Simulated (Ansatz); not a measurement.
Ansatz (an electronic-structure program) input (B3LYP-D3(BJ)/def2-TZVP):

Ansatz 0.2 input:
```yaml
crystal:
  periodic: [false, false, false]
  atoms:
    - {symbol: Pb, position_ang: [-0.00119146, 0.00638157, 0.63746618]}
    - {symbol: Cl, position_ang: [0.89090641, 1.01631851, -1.54608692]}
    - {symbol: Cl, position_ang: [-0.88515935, -1.04710020, -1.52874995]}
basis:
  gaussian:
    orbitals: def2-TZVP
hamiltonian:
  xc: b3lyp
  dispersion: d3bj
total_charge: 1
magnetization: {spin_polarized: true, initial_magnetization: 1}
phonons: {temperatures: {t_min: 298.15, t_max: 298.15, t_step: 100}}
```

Output:

```
Functional definition: B3LYP
integrals: 0.05 GiB planned
956 factors; their error is unknown
mean field: 0.66 GiB planned
mean field evaluation 1: about -30277.8393 eV, gradient 4.1e1 eV
mean field evaluation 2: about -30170.8795 eV, gradient 1.3e2 eV
mean field evaluation 4: about -30290.0959 eV, gradient 8.1e0 eV
mean field evaluation 8: about -30290.5234 eV, gradient 6.2e-2 eV
mean field evaluation 16: about -30290.6125 eV, gradient 8.6e-5 eV
mean field evaluation 32: about -30288.6342 eV, gradient 8.0e-1 eV
mean field -30290.61245721 eV, -1113.1594760879 hartree, gradient 2.3e-5 eV, S^2 0.755237; 3 other end points of the search recorded, 0 dependent functions left out
the calculation of the forces begins
reference -30290.61268552 eV, -1113.1594844780 hartree; 28, 27 occupied and 96, 97 virtual orbitals, 956 factors
these checks for a lower state are left out or cut short: stability, starts, cluster_reference, orbital_swaps, neighbouring_geometries, increment
integrals: 0.05 GiB planned
956 factors; their error is unknown
mean field: 0.66 GiB planned
mean field -30290.61242987 eV, -1113.1594750831 hartree, gradient 1.7e-6 eV, S^2 0.755234; 0 other end points of the search recorded, 0 dependent functions left out
the calculation of the forces begins
reference -30290.61265813 eV, -1113.1594834717 hartree; 28, 27 occupied and 96, 97 virtual orbitals, 956 factors
these checks for a lower state are left out or cut short: stability, starts, cluster_reference, orbital_swaps, neighbouring_geometries, increment
integrals: 0.05 GiB planned
956 factors; their error is unknown
mean field: 0.66 GiB planned
mean field -30290.61245299 eV, -1113.1594759327 hartree, gradient 1.5e-6 eV, S^2 0.755240; 0 other end points of the search recorded, 0 dependent functions left out
the calculation of the forces begins
reference -30290.61268134 eV, -1113.1594843244 hartree; 28, 27 occupied and 96, 97 virtual orbitals, 956 factors
these checks for a lower state are left out or cut short: stability, starts, cluster_reference, orbital_swaps, neighbouring_geometries, increment
integrals: 0.05 GiB planned
956 factors; their error is unknown
mean field: 0.66 GiB planned
mean field -30290.61248156 eV, -1113.1594769826 hartree, gradient 2.7e-6 eV, S^2 0.755247; 0 other end points of the search recorded, 0 dependent functions left out
the calculation of the forces begins
reference -30290.61270991 eV, -1113.1594853744 hartree; 28, 27 occupied and 96, 97 virtual orbitals, 956 factors
these checks for a lower state are left out or cut short: stability, starts, cluster_reference, orbital_swaps, neighbouring_geometries, increment
integrals: 0.05 GiB planned
956 factors; their error is unknown
mean field: 0.66 GiB planned
mean field evaluation 64: about -30290.6124 eV, gradient 7.3e-2 eV
mean field -30290.61240447 eV, -1113.1594741497 hartree, gradient 2.8e-6 eV, S^2 0.755226; 0 other end points of the search recorded, 0 dependent functions left out
the calculation of the forces begins
reference -30290.61263273 eV, -1113.1594825382 hartree; 28, 27 occupied and 96, 97 virtual orbitals, 956 factors
these checks for a lower state are left out or cut short: stability, starts, cluster_reference, orbital_swaps, neighbouring_geometries, increment
integrals: 0.05 GiB planned
956 factors; their error is unknown
mean field: 0.66 GiB planned
mean field -30290.61245674 eV, -1113.1594760708 hartree, gradient 1.5e-6 eV, S^2 0.755239; 0 other end points of the search recorded, 0 dependent functions left out
the calculation of the forces begins
reference -30290.61268508 eV, -1113.1594844619 hartree; 28, 27 occupied and 96, 97 virtual orbitals, 956 factors
these checks for a lower state are left out or cut short: stability, starts, cluster_reference, orbital_swaps, neighbouring_geometries, increment
integrals: 0.05 GiB planned
956 factors; their error is unknown
mean field: 0.66 GiB planned
mean field -30290.61244225 eV, -1113.1594755382 hartree, gradient 1.2e-6 eV, S^2 0.755235; 0 other end points of the search recorded, 0 dependent functions left out
the calculation of the forces begins
reference -30290.61267053 eV, -1113.1594839274 hartree; 28, 27 occupied and 96, 97 virtual orbitals, 956 factors
Total energy: -30290.81685820 eV, -1113.1669876858 hartree
Atom 0 at    -0.001191     0.006382     0.637466 Å, force     0.000000    -0.000000    -0.000001 eV/Å
Atom 1 at     0.890906     1.016319    -1.546087 Å, force    -0.000106    -0.000123     0.000001 eV/Å
Atom 2 at    -0.885159    -1.047100    -1.528750 Å, force     0.000106     0.000123    -0.000001 eV/Å
Dipole moment:    -0.001166     0.006247     0.624034 e Å
Vibrations: 175.13 207.85 303.61 cm⁻¹, zero-point energy 0.042563 eV
```
